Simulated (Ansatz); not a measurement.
One change: `[SiH3]C1CC1` becomes `[NH2][AlH][CH]1CC1`.

Ansatz, PBE0-D4/def2-TZVP geometries, multiplicity 1. Each molecule was computed in one conformer, which needn't be the lowest.

```tsv
property	`[SiH3]C1CC1`
HOMO–LUMO gap (B3LYP/def2-TZVPP) / eV	8.72
HOMO energy (B3LYP/def2-TZVPP) / eV	-8.08
HOMO–LUMO gap (PBE0/def2-TZVPP) / eV	9.18
size of the dipole moment (B3LYP/def2-TZVPP) / D	0.96
LUMO energy (PBE0/def2-TZVPP) / eV	0.87
HOMO–LUMO gap (PBE/def2-TZVPP) / eV	7.11
```

Task: Give the same properties after the change, and the shifts. (An estimate is asked.)

Result: Ansatz gave: 
```csv
property,`[NH2][AlH][CH]1CC1`,shift
HOMO–LUMO gap (B3LYP/def2-TZVPP) / eV,6.66,-2.06
HOMO energy (B3LYP/def2-TZVPP) / eV,-7.09,0.99
HOMO–LUMO gap (PBE0/def2-TZVPP) / eV,7.12,-2.06
size of the dipole moment (B3LYP/def2-TZVPP) / D,0.98,0.02
LUMO energy (PBE0/def2-TZVPP) / eV,-0.22,-1.09
HOMO–LUMO gap (PBE/def2-TZVPP) / eV,5.00,-2.11
```

With PBE0 the HOMO rises by 0.98 eV and the LUMO falls by 1.09 eV, so the gap narrows by about 2.07 eV. PBE moves the HOMO by 1.09 eV and ωB97M-V by 0.87 eV. Dipoles are sizes alone; their direction can turn.

B3LYP here is the variant with VWN-RPA as its local correlation; programs differ in this.
